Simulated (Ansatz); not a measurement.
Cs3H4⁻. The state is a singlet with charge -1. Geometry PBE-D4/def2-TZVPD.

```
atom   x (Å)   y (Å)   z (Å)
 Cs1   0.241  -1.597  -1.880
 Cs2   1.623   1.861   0.227
 Cs3  -2.146   0.104   1.235
  H4  -1.639  -2.479   0.097
  H5  -0.783   1.019  -1.156
  H6   2.737  -0.441  -1.069
  H7  -0.033   1.533   2.546
```

In the def2 sets Cs takes a core potential; there is no spin–orbit coupling. At PBE-D4/def2-SVPD the highest occupied level of the charge -1 singlet lies above zero (up to 0.04 eV). By energy differences its removal costs 2.44 eV (vertical, to the charge 0 doublet, at PBE0-D4/def2-TZVPD). The structure comes from a short search, and lower isomers may exist.

**Question.** Estimate the orbital energies around the gap (eV) in Ansatz with PBE-D4/def2-SVPD, r2SCANh-D4/def2-TZVPD, PBE0-D4/def2-TZVPD, ωB97X-V/def2-TZVPD, ωB97M-V/def2-TZVPD.

**Answer.** 
| orbital | PBE-D4/def2-SVPD | r2SCANh-D4/def2-TZVPD | PBE0-D4/def2-TZVPD | ωB97X-V/def2-TZVPD | ωB97M-V/def2-TZVPD |
| --- | --- | --- | --- | --- | --- |
| HOMO−9 | -8.95 | -9.71 | -10.19 | -12.70 | -12.51 |
| HOMO−8 | -8.86 | -9.62 | -10.09 | -12.58 | -12.39 |
| HOMO−7 | -8.86 | -9.62 | -10.09 | -12.58 | -12.39 |
| HOMO−6 | -8.69 | -9.45 | -9.93 | -12.42 | -12.22 |
| HOMO−5 | -8.69 | -9.45 | -9.93 | -12.42 | -12.22 |
| HOMO−4 | -8.59 | -9.34 | -9.83 | -12.31 | -12.13 |
| HOMO−3 | -0.56 | -1.00 | -1.49 | -3.74 | -3.61 |
| HOMO−2 | -0.18 | -0.69 | -1.16 | -3.38 | -3.21 |
| HOMO−1 | 0.04 | -0.41 | -0.88 | -3.07 | -2.92 |
| HOMO | 0.04 | -0.41 | -0.88 | -3.07 | -2.92 |
| LUMO | 1.27 | 2.01 | 1.89 | 2.33 | 1.98 |
| LUMO+1 | 1.27 | 2.01 | 1.89 | 2.33 | 1.99 |
| LUMO+2 | 1.39 | 2.13 | 2.01 | 2.56 | 2.14 |
| LUMO+3 | 1.39 | 2.56 | 2.41 | 3.01 | 2.56 |
| LUMO+4 | 1.40 | 2.69 | 2.52 | 3.15 | 2.70 |
| LUMO+5 | 1.40 | 2.69 | 2.52 | 3.16 | 2.70 |
